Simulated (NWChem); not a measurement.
System: C$_{2}$H$_{5}$NOSi; SMILES C[SiH2]N=C=O

NWChem input:

```
start job
memory heap 200 mb stack 900 mb global 1100 mb
geometry units angstroms noautosym nocenter noautoz
  Si    -0.635538     1.069053     0.001147
  C      0.891645     2.161577     0.001044
  N     -0.162894    -0.601742     0.000149
  C      0.140365    -1.771074    -0.000595
  O      0.442757    -2.915277    -0.001321
  H     -1.473755     1.313288    -1.222368
  H     -1.472735     1.312108     1.225594
  H      0.596794     3.231052     0.001618
  H      1.511562     1.972608    -0.898062
  H      1.512247     1.971847     0.899515
end
basis spherical
  * library cc-pvtz
end
dft
  xc b3lyp
  iterations 150
  semidirect filesize 400000000
end
property
  efieldgrad
end
task dft property
```

NWChem printed, in part:

```
             Northwest Computational Chemistry Package (NWChem) 7.3.0
             --------------------------------------------------------

                             Geometry "geometry" -> ""
                             -------------------------

 Output coordinates in angstroms (scale by  1.889725989 to convert to a.u.)

  No.       Tag          Charge          X              Y              Z
 ---- ---------------- ---------- -------------- -------------- --------------
    1 Si                  14.0000    -0.63553800     1.06905300     0.00114700
    2 C                    6.0000     0.89164500     2.16157700     0.00104400
    3 N                    7.0000    -0.16289400    -0.60174200     0.00014900
    4 C                    6.0000     0.14036500    -1.77107400    -0.00059500
    5 O                    8.0000     0.44275700    -2.91527700    -0.00132100
    6 H                    1.0000    -1.47375500     1.31328800    -1.22236800
    7 H                    1.0000    -1.47273500     1.31210800     1.22559400
    8 H                    1.0000     0.59679400     3.23105200     0.00161800
    9 H                    1.0000     1.51156200     1.97260800    -0.89806200
   10 H                    1.0000     1.51224700     1.97184700     0.89951500

 Effective nuclear repulsion energy (a.u.)     198.3212947856

                              NWChem Property Module
                              ----------------------

  itol2e modified to match energy
  convergence criterion.

                                 NWChem DFT Module
                                 -----------------

 Summary of "ao basis" -> "ao basis" (spherical)
 ------------------------------------------------------------------------------
       Tag                 Description            Shells   Functions and Types
 ---------------- ------------------------------  ------  ---------------------
 Si                         cc-pvtz                 12       34   5s4p2d1f
 C                          cc-pvtz                 10       30   4s3p2d1f
 N                          cc-pvtz                 10       30   4s3p2d1f
 O                          cc-pvtz                 10       30   4s3p2d1f
 H                          cc-pvtz                  6       14   3s2p1d

  itol2e modified to match energy
  convergence criterion.

            General Information
            -------------------
          SCF calculation type: DFT
          Wavefunction type:  closed shell.
          No. of atoms     :    10
          No. of electrons :    46
           Alpha electrons :    23
            Beta electrons :    23
          Charge           :     0
          Spin multiplicity:     1
          Use of symmetry is: off; symmetry adaption is: off
          Maximum number of iterations: 150
          AO basis - number of functions:   224
                     number of shells:    82
          Convergence on energy requested:  1.00D-07
          Convergence on density requested:  1.00D-05
          Convergence on gradient requested:  5.00D-04

              XC Information
              --------------
                         B3LYP Method XC Potential
                     Hartree-Fock (Exact) Exchange  0.200
                        Slater Exchange Functional  0.800 local
                    Becke 1988 Exchange Functional  0.720 non-local
              Lee-Yang-Parr Correlation Functional  0.810
                  VWN I RPA Correlation Functional  0.190 local

             Grid Information
             ----------------
          Grid used for XC integration:  fine
          Radial quadrature: Mura-Knowles
          Angular quadrature: Lebedev.
          Tag              B.-S. Rad. Rad. Pts. Rad. Cut. Ang. Pts.
          ---              ---------- --------- --------- ---------
          Si                  1.10      123          10.0       770
          C                   0.70       70          13.0       590
          N                   0.65       70          11.0       590
          O                   0.60       70          15.0       590
          H                   0.35       60          13.0       590
          Grid pruning is: on
          Number of quadrature shells:   703
          Spatial weights used:  Erf1

      Superposition of Atomic Density Guess
      -------------------------------------

 Sum of atomic energies:        -495.77127238

      Non-variational initial energy
      ------------------------------

 Total energy =    -498.094914
 1-e energy   =   -1074.473182
 2-e energy   =     378.056973
 HOMO         =      -0.356265
 LUMO         =       0.055699

------------------------------------------------------------
EAF file 0: "./job.aoints.0" size=746061824 bytes
------------------------------------------------------------
               write      read    awrite     aread      wait
               -----      ----    ------     -----      ----
     calls:     1423         0         0         0         0
   data(b): 7.46e+08  0.00e+00  0.00e+00  0.00e+00
   time(s): 0.00e+00  0.00e+00  0.00e+00  0.00e+00  0.00e+00
rate(mb/s): 0.00e+00  0.00e+00
------------------------------------------------------------

   convergence    iter        energy       DeltaE   RMS-Dens  Diis-err
 ---------------- ----- ----------------- --------- --------- ---------
 d= 0,ls=0.0,diis     1   -498.7450453605 -6.97D+02  3.80D-03  1.20D+00
 d= 0,ls=0.0,diis     2   -498.6383863562  1.07D-01  2.39D-03  2.44D+00
 d= 0,ls=0.0,diis     3   -498.8392755017 -2.01D-01  1.07D-03  2.00D-01
 d= 0,ls=0.0,diis     4   -498.8452554153 -5.98D-03  5.72D-04  1.11D-01
 d= 0,ls=0.0,diis     5   -498.8561065232 -1.09D-02  1.14D-04  3.11D-03
  Resetting Diis
 d= 0,ls=0.0,diis     6   -498.8564698899 -3.63D-04  2.00D-05  5.91D-05
 d= 0,ls=0.0,diis     7   -498.8564759901 -6.10D-06  1.44D-05  8.64D-06
 d= 0,ls=0.0,diis     8   -498.8564741496  1.84D-06  9.66D-06  2.55D-05
 d= 0,ls=0.0,diis     9   -498.8564769105 -2.76D-06  2.24D-06  2.00D-06
 d= 0,ls=0.0,diis    10   -498.8564771010 -1.91D-07  2.88D-07  2.16D-08
 d= 0,ls=0.0,diis    11   -498.8564771037 -2.62D-09  4.07D-08  3.50D-10

         Total DFT energy =     -498.856477103667
      One electron energy =    -1078.108431908864
           Coulomb energy =      430.068973248175
    Exchange-Corr. energy =      -49.138313228537
 Nuclear repulsion energy =      198.321294785558

 Numeric. integr. density =       46.000000175862

                       DFT Final Molecular Orbital Analysis
                       ------------------------------------

[...]

          -----------------------
          Electric field gradient
          -----------------------

 1 a.u. = 0.324123 10**(16) esu/cm**3  ( or statvolts/cm**2 ) = 0.97174 10**(22) v/m**2

 ------------------------------------------------------------
   Atom      X         Y         Z
 ------------------------------------------------------------
    1 Si  -1.20099   2.02022   0.00217
 ------------------------------------------------------------

 Electric field gradient in molecular frame (a.u.)
         XX             YY             ZZ             XY             XZ             YZ
 ------------------------------------------------------------------------------------------
        0.252428      -0.472021       0.219594       0.276495       0.000118      -0.000443

 Principal components (a.u.) and orientation
 of principal axis w.r.t. absolute frame                      Asymmetry parameter eta
 --------------------------------------------------------------------------------------
       -0.565490       0.345896       0.219594                       0.223350

       -0.320244       0.947335       0.000411
        0.947335       0.320244      -0.000476
        0.000583      -0.000237       1.000000

 ------------------------------------------------------------
   Atom      X         Y         Z
 ------------------------------------------------------------
    2 C    1.68496   4.08479   0.00197
 ------------------------------------------------------------

 Electric field gradient in molecular frame (a.u.)
         XX             YY             ZZ             XY             XZ             YZ
 ------------------------------------------------------------------------------------------
        0.029137      -0.003189      -0.025948       0.048891       0.000001      -0.000011

 Principal components (a.u.) and orientation
 of principal axis w.r.t. absolute frame                      Asymmetry parameter eta
 --------------------------------------------------------------------------------------
        0.064468      -0.038520      -0.025948                       0.195007

        0.810519      -0.585712       0.000480
        0.585712       0.810519      -0.000557
       -0.000063       0.000733       1.000000

 ------------------------------------------------------------
   Atom      X         Y         Z
 ------------------------------------------------------------
    3 N   -0.30783  -1.13713   0.00028
 ------------------------------------------------------------

 Electric field gradient in molecular frame (a.u.)
         XX             YY             ZZ             XY             XZ             YZ
 ------------------------------------------------------------------------------------------
        0.163285      -0.373272       0.209987       0.159002       0.000101      -0.000364

 Principal components (a.u.) and orientation
 of principal axis w.r.t. absolute frame                      Asymmetry parameter eta
 --------------------------------------------------------------------------------------
       -0.416851       0.209987       0.206864                       0.007491

       -0.264329       0.000497       0.964432
        0.964432      -0.000489       0.264330
        0.000603       1.000000      -0.000351

 ------------------------------------------------------------
   Atom      X         Y         Z
 ------------------------------------------------------------
    4 C    0.26525  -3.34684  -0.00112
 ------------------------------------------------------------

 Electric field gradient in molecular frame (a.u.)
         XX             YY             ZZ             XY             XZ             YZ
 ------------------------------------------------------------------------------------------
       -0.177327       0.398302      -0.220974      -0.166540      -0.000105       0.000390

 Principal components (a.u.) and orientation
 of principal axis w.r.t. absolute frame                      Asymmetry parameter eta
 --------------------------------------------------------------------------------------
        0.443012      -0.222038      -0.220974                       0.002400

       -0.259284       0.965801       0.000069
        0.965801       0.259284      -0.000611
        0.000608       0.000092       1.000000

 ------------------------------------------------------------
   Atom      X         Y         Z
 ------------------------------------------------------------
    5 O    0.83669  -5.50907  -0.00250
 ------------------------------------------------------------

 Electric field gradient in molecular frame (a.u.)
         XX             YY             ZZ             XY             XZ             YZ
 ------------------------------------------------------------------------------------------
        0.297689      -0.670331       0.372642       0.276212       0.000175      -0.000664

 Principal components (a.u.) and orientation
 of principal axis w.r.t. absolute frame                      Asymmetry parameter eta
 --------------------------------------------------------------------------------------
       -0.743600       0.372642       0.370957                       0.002266

       -0.256393      -0.000676       0.966572
        0.966572      -0.000815       0.256392
        0.000615       0.999999       0.000863

 ------------------------------------------------------------
   Atom      X         Y         Z
 ------------------------------------------------------------
    6 H   -2.78499   2.48175  -2.30994
 ------------------------------------------------------------

 Electric field gradient in molecular frame (a.u.)
         XX             YY             ZZ             XY             XZ             YZ
 ------------------------------------------------------------------------------------------
        0.005485       0.056056      -0.061541       0.017825      -0.085945       0.024805

 Principal components (a.u.) and orientation
 of principal axis w.r.t. absolute frame                      Asymmetry parameter eta
 --------------------------------------------------------------------------------------
       -0.125415       0.064379       0.061036                       0.026652

        0.556924       0.825831      -0.088536
       -0.165946       0.215087       0.962392
        0.813816      -0.521288       0.256831

 ------------------------------------------------------------
   Atom      X         Y         Z
 ------------------------------------------------------------
    7 H   -2.78307   2.47952   2.31604
 ------------------------------------------------------------

 Electric field gradient in molecular frame (a.u.)
         XX             YY             ZZ             XY             XZ             YZ
 ------------------------------------------------------------------------------------------
        0.005628       0.056104      -0.061732       0.017722       0.085906      -0.024707

 Principal components (a.u.) and orientation
 of principal axis w.r.t. absolute frame                      Asymmetry parameter eta
 --------------------------------------------------------------------------------------
       -0.125415       0.064379       0.061036                       0.026652

       -0.556247       0.826263      -0.088760
        0.165162       0.214598       0.962637
        0.814439       0.520804      -0.255837

 ------------------------------------------------------------
   Atom      X         Y         Z
 ------------------------------------------------------------
    8 H    1.12778   6.10580   0.00306
 ------------------------------------------------------------

 Electric field gradient in molecular frame (a.u.)
         XX             YY             ZZ             XY             XZ             YZ
 ------------------------------------------------------------------------------------------
        0.103935      -0.232437       0.128502       0.104100       0.000054      -0.000195

 Principal components (a.u.) and orientation
 of principal axis w.r.t. absolute frame                      Asymmetry parameter eta
 --------------------------------------------------------------------------------------
       -0.262048       0.133545       0.128502                       0.019245

       -0.273587       0.961847       0.000383
        0.961847       0.273587      -0.000430
        0.000519      -0.000250       1.000000

 ------------------------------------------------------------
   Atom      X         Y         Z
 ------------------------------------------------------------
    9 H    2.85644   3.72769  -1.69709
 ------------------------------------------------------------

 Electric field gradient in molecular frame (a.u.)
         XX             YY             ZZ             XY             XZ             YZ
 ------------------------------------------------------------------------------------------
        0.010874       0.119443      -0.130316       0.040527       0.177429      -0.054623

 Principal components (a.u.) and orientation
 of principal axis w.r.t. absolute frame                      Asymmetry parameter eta
 --------------------------------------------------------------------------------------
       -0.262761       0.134213       0.128548                       0.021560

       -0.553773       0.640836       0.531661
        0.175061       0.713837      -0.678079
        0.814057       0.282429       0.507489

[...]
```

Level: B3LYP/cc-pVTZ. Structure relaxed at the PBE-D3(BJ)/def2-SVP level. NWChem prints the field gradient with the sign opposite to the second derivative of the potential.
